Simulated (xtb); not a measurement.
H5OSi2 (SMILES [SiH2]O[SiH3]), doublet, geometry from GFN2-xTB; GFN1-xTB run with xtb.

The xtb input:
```
$ xtb mol.xyz --gfn 1 --uhf 1 --opt --json

# file mol.xyz
8

Si     1.54379394    -0.43422342     0.39501136
O     -0.03710541    -0.09917460     0.23599515
Si    -1.43565834     0.41521007    -0.39304454
H      1.90743865    -1.40401670    -0.62842337
H      2.27646043     0.82369731     0.36453240
H     -1.24322432     1.78997057    -0.85374532
H     -1.76684789    -0.47438927    -1.50486579
H     -2.39088219     0.32432197     0.70700531
```

### Question
What does xtb print? Leave out banner, timings and long lists.

### Answer

```
   ID    Z sym.   atoms
    1   14 Si     1, 3
    2    8 O      2
    3    1 H      4-8

           -------------------------------------------------
          |                Calculation Setup                |
           -------------------------------------------------

           -------------------------------------------------
          |                 G F N 1 - x T B                 |
           -------------------------------------------------

          ...................................................
          :                      SETUP                      :
          :.................................................:
          :  # basis functions                  34          :
          :  # atomic orbitals                  32          :
          :  # shells                           18          :
          :  # electrons                        19          :
          :  # halogen bonds                     0          :
          :  max. iterations                   250          :
          :  Hamiltonian                  GFN1-xTB          :
          :  restarted?                      false          :
          :  GBSA solvation                  false          :
          :  PC potential                    false          :
          :  electronic temp.          300.0000000     K    :
          :  accuracy                    1.0000000          :
          :  -> integral cutoff          0.2500000E+02      :
          :  -> integral neglect         0.1000000E-07      :
          :  -> SCF convergence          0.1000000E-05 Eh   :
          :  -> wf. convergence          0.2000000E-04 e    :
          :  Broyden damping             0.4000000          :
          :  net charge                          0          :
          :  unpaired electrons                  1          :
          ...................................................

 iter      E             dE          RMSdq      gap      omega  full diag
   1    -11.2411163 -0.112411E+02  0.580E+00    3.43       0.0  T
   2    -11.2591653 -0.180489E-01  0.324E+00    3.24       1.0  T
   3    -11.2592132 -0.479730E-04  0.597E-01    3.15       1.0  T
   4    -11.2605248 -0.131154E-02  0.197E-01    3.26       1.0  T
   5    -11.2606887 -0.163924E-03  0.315E-02    3.23       1.1  T
   6    -11.2606899 -0.116314E-05  0.120E-02    3.23       3.0  T
   7    -11.2606902 -0.328821E-06  0.830E-04    3.23      42.6  T
   8    -11.2606902 -0.885912E-09  0.207E-04    3.23     170.8  T
   9    -11.2606902 -0.266869E-09  0.535E-05    3.23     661.4  T
  10    -11.2606902 -0.177671E-10  0.199E-05    3.23    1776.8  T

   *** convergence criteria satisfied after 10 iterations ***

         :::::::::::::::::::::::::::::::::::::::::::::::::::::
         ::                     SUMMARY                     ::
         :::::::::::::::::::::::::::::::::::::::::::::::::::::
         :: total energy             -11.182403331430 Eh    ::
         :: gradient norm              0.047122772267 Eh/a0 ::
         :: HOMO-LUMO gap              3.227172229232 eV    ::
         ::.................................................::
         :: SCC energy               -11.260690204517 Eh    ::
         :: -> electrostatic           0.025272820341 Eh    ::
         :: repulsion energy           0.080567367633 Eh    ::
         :: dispersion energy         -0.002280494546 Eh    ::
         :: halogen bond corr.         0.000000000000 Eh    ::
         :: add. restraining           0.000000000000 Eh    ::
         :: total charge               0.000000000000 e     ::
         :::::::::::::::::::::::::::::::::::::::::::::::::::::

      -----------------------------------------------------------
     |                   =====================                   |
     |                        A N C O P T                        |
     |                   =====================                   |
     |               Approximate Normal Coordinate               |
[...]
 * total energy  :   -11.1824033 Eh     change       -0.2959410E-11 Eh
 * total energy  :   -11.1874285 Eh     change       -0.5025209E-02 Eh
 * total energy  :   -11.1885878 Eh     change       -0.1159272E-02 Eh
 * total energy  :   -11.1892662 Eh     change       -0.6783879E-03 Eh
 * total energy  :   -11.1894736 Eh     change       -0.2073566E-03 Eh
 * total energy  :   -11.1897916 Eh     change       -0.3180748E-03 Eh
 * total energy  :   -11.1900198 Eh     change       -0.2281839E-03 Eh
 * total energy  :   -11.1901840 Eh     change       -0.1641777E-03 Eh
 * total energy  :   -11.1902085 Eh     change       -0.2448634E-04 Eh
 * total energy  :   -11.1902134 Eh     change       -0.4923633E-05 Eh
 * total energy  :   -11.1902154 Eh     change       -0.2000074E-05 Eh
   *** GEOMETRY OPTIMIZATION CONVERGED AFTER 11 ITERATIONS ***
         :: total energy             -11.190215403546 Eh    ::
[...]
          |                Property Printout                |
           -------------------------------------------------

    * Orbital Energies and Occupations

         #    Occupation            Energy/Eh            Energy/eV
      -------------------------------------------------------------
         1        2.0000           -0.7666585             -20.8618
         2        2.0000           -0.6439203             -17.5220
         3        2.0000           -0.5776332             -15.7182
         4        2.0000           -0.5615011             -15.2792
         5        2.0000           -0.5602825             -15.2461
         6        2.0000           -0.5247756             -14.2799
         7        2.0000           -0.4569812             -12.4351
         8        2.0000           -0.4531418             -12.3306
         9        2.0000           -0.4471380             -12.1672
        10        1.0000           -0.3229597              -8.7882 (HOMO)
        11                         -0.1916748              -5.2157 (LUMO)
        12                         -0.1759642              -4.7882
        13                         -0.1597160              -4.3461
        14                         -0.1489301              -4.0526
        15                         -0.1477329              -4.0200
        16                         -0.1100207              -2.9938
        17                         -0.0528983              -1.4394
        18                         -0.0497737              -1.3544
        19                         -0.0476233              -1.2959
        20                         -0.0324000              -0.8816
        21                         -0.0265254              -0.7218
       ...                                ...                  ...
        32                          1.4930405              40.6277
      -------------------------------------------------------------
                  HL-Gap            0.1312849 Eh            3.5724 eV
             Fermi-level           -0.3211830 Eh           -8.7398 eV

  Mulliken/CM5 charges         n(s)   n(p)   n(d)
     1Si    0.32075  0.15535   1.354  1.742  0.583
     2O    -0.37428 -0.39614   1.645  4.729  0.000
     3Si    0.37456  0.11420   1.200  1.730  0.695
     4H    -0.05689  0.03042   1.057  0.000  0.000
     5H    -0.05687  0.03043   1.057  0.000  0.000
     6H    -0.06825  0.02278   1.068  0.000  0.000
     7H    -0.06864  0.02241   1.069  0.000  0.000
     8H    -0.07037  0.02055   1.070  0.000  0.000

Wiberg/Mayer (AO) data.
largest (>0.10) Wiberg bond orders for each atom

 ---------------------------------------------------------------------------
     #   Z sym  total        # sym  WBO       # sym  WBO       # sym  WBO
 ---------------------------------------------------------------------------
     1  14 Si   3.263 --     2 O    1.237     4 H    0.963     5 H    0.962
     2   8 O    2.560 --     3 Si   1.288     1 Si   1.237
     3  14 Si   4.218 --     2 O    1.288     8 H    0.944     7 H    0.944
                             6 H    0.944
     4   1 H    1.007 --     1 Si   0.963
     5   1 H    1.007 --     1 Si   0.962
     6   1 H    0.991 --     3 Si   0.944
     7   1 H    0.991 --     3 Si   0.944
     8   1 H    0.991 --     3 Si   0.944
 ---------------------------------------------------------------------------

Topologies differ in total number of bonds
Writing topology from bond orders to xtbtopo.mol

 dipole moment from electron density (au)
     X       Y       Z
   0.1566  -0.1238   0.2200  total (Debye):    0.755

optimized geometry written to: xtbopt.xyz

           -------------------------------------------------
          | TOTAL ENERGY              -11.190215403546 Eh   |
          | GRADIENT NORM               0.000295294347 Eh/α |
          | HOMO-LUMO GAP               3.572444837451 eV   |
           -------------------------------------------------

normal termination of xtb
```
